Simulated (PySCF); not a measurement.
C₅H₁₂P₂.
Atom-mapped SMILES: `[CH3:1][P:2]([CH2:3][PH2:4])[CH:5]1[CH2:6][CH2:7]1` (hydrogens: H8, H9, H10 on C1; H11, H12 on C3; H13, H14 on P4; H15 on C5; H16, H17 on C6; H18, H19 on C7)

The closed-shell SCF was solved with PySCF and density fitting under several settings on one GFN2-xTB geometry (grid level 2 and gas phase unless stated).

```
                                                                              settings  basis functions  SCF cycles     E (Eh)  HOMO (eV)  LUMO (eV)  dipole (D)
                                                                         PBE0/pcSseg-1              193          12  -879.8662      -6.81       0.59        1.81
                                                                       B3LYP/def2-SVPD              244          14  -880.1196      -6.55       0.18        1.73
                  PBE0/pcSseg-1, damping 0.1 at the start, DIIS from the seventh cycle              193          14  -879.8662      -6.81       0.59        1.81
                                                                        X3LYP/6-311G**              214          13  -880.3288      -6.63       0.29        1.88
                                                                           PBE0/6-31G*              130          12  -879.8765      -6.60       0.90        1.99
LDA/6-31G, IEF-PCM methanol, fitting basis def2-qzvpp-jkfit, energy threshold 1e-07 Eh               95           9  -875.8734      -5.55       0.07        3.03
```

Q: Estimate the row for these settings: OPBE/6-31++G**.

A: 
| settings | basis functions | SCF cycles | E (Eh) | HOMO (eV) | LUMO (eV) | dipole (D) |
| --- | --- | --- | --- | --- | --- | --- |
| OPBE/6-31++G** | 206 | 14 | -880.2666 | -5.62 | -0.65 | 1.98 |

Q: Over all rows, what range does the HOMO–LUMO gap span?

A: From 4.97 eV (OPBE/6-31++G**) to 7.50 eV (PBE0/6-31G*). The functional of the narrowest has no exact exchange, that of the widest 25 % exact exchange.

Q: And the dipole moment?

A: From 1.73 D (B3LYP/def2-SVPD) to 3.03 D (LDA/6-31G, IEF-PCM methanol, fitting basis def2-qzvpp-jkfit, energy threshold 1e-07 Eh); the largest is 1.75 times the smallest, and the median is 1.88 D.

Q: Compare two rows with the functional PBE0: PBE0/6-31G* and PBE0/pcSseg-1, damping 0.1 at the start, DIIS from the seventh cycle. Which energy is lower, and by how much?

A: PBE0/6-31G* (130 functions) lies 0.0103 Eh or 6.5 kcal/mol below PBE0/pcSseg-1, damping 0.1 at the start, DIIS from the seventh cycle (193 functions). The smaller set gives the lower energy; the two sets aren't nested, so the variational bound doesn't order them by size.

Cycle counts include a coarse-grid stage where the run had one. All basis functions are spherical, in the Pople sets too. The structure is a single GFN2-xTB conformer; no vibrational corrections.

Conformer computed: `[CH3:1][P:2]([CH2:3][PH2:4])[CH:5]1[CH2:6][CH2:7]1`: C1–P2–C3–P4 83°, C1–P2–C5–C6 -95°, H–P4–C3–P2 -48°, H–P4–C3–P2 44°.
